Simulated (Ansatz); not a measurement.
Calculated with Ansatz (gas phase, PBE0-D4/def2-TZVP geometries, no zero-point term in ΔE). CBS: MP2 limit from def2 TZ/QZ plus the TZ coupled-cluster correction, frozen cores. This one scheme is used for every species. DFT in def2-TZVPP. HSE06 is defined as in plane-wave codes. One conformer a species, not always the lowest.

Reaction (ligand exchange at a P–N bond): `F/C=N/P` + `O[SiH2]F` → `F[SiH2]OP` + `N=CF`

`F/C=N/P`:

Cartesian coordinates in Å:
```
F -0.887 -0.258 -2.278
C -0.752 -0.005 -0.982
N 0.337 -0.191 -0.414
P 0.371 0.182 1.288
H -1.695 0.360 -0.562
H 1.041 -1.004 1.690
H 1.585 0.917 1.258
```

`O[SiH2]F`:

Z-matrix (Å, degrees):
```
Si
F 1 1.596
O 1 1.630 2 111.0
H 1 1.482 2 106.0 3 121.4
H 1 1.474 2 108.2 3 -116.3
H 3 0.958 1 119.1 2 71.8
```

`F[SiH2]OP`:

Z-matrix (Å, degrees):
```
Si
O 1 1.631
F 1 1.593 2 109.7
H 1 1.474 2 107.1 3 117.0
H 1 1.479 2 110.7 3 -118.0
P 2 1.653 1 129.5 3 81.4
H 6 1.424 2 98.5 1 -120.6
H 6 1.423 2 97.5 1 146.3
```

`N=CF`:

Cartesian coordinates in Å:
```
N -0.318 -0.701 0.565
C -0.062 0.265 -0.172
F -1.030 1.099 -0.535
H 0.522 -1.240 0.751
H 0.888 0.577 -0.609
```

| level | ΔE (kJ/mol) | difference from CCSD(T)/CBS |
| --- | --- | --- |
| PBE-D4 | -7.6 | 6.2 |
| revPBE-D4 | -6.7 | 7.1 |
| BLYP-D4 | -14.2 | -0.4 |
| r2SCAN-D4 | -11.0 | 2.8 |
| ωB97X-V | -14.8 | -1.0 |
| B2PLYP | -13.4 | 0.4 |
| PBE | -6.8 | 7.0 |
| HSE06 | -8.7 | 5.1 |
| CAM-B3LYP | -16.3 | -2.5 |
| HF/def2-SVP | -23.4 | -9.6 |
| HF/def2-TZVPP | -22.9 | -9.1 |
| MP2/def2-TZVPP | -9.0 | 4.8 |
| SCS-MP2/def2-TZVPP | -13.5 | 0.3 |
| CCSD/def2-TZVPP | -15.8 | -2.0 |
| HF/def2-QZVPP | -24.5 | -10.7 |
| MP2/CBS(def2) | -9.4 | 4.4 |
| CCSD(T)/CBS | -13.8 | 0 |

Largest T1 diagnostic among the species: 0.014.

Leaving LDA and LC-ωPBE aside and taking each functional with its dispersion term where it has one, the values, not all of them listed here, spread over 12.7 kJ/mol, from BHLYP-D4 to revPBE-D4. In def2-TZVPP, CCSD(T) changes the Hartree–Fock value by +9.5 kJ/mol (the triples alone add +2.4 kJ/mol) and MP2 by +13.9 kJ/mol.
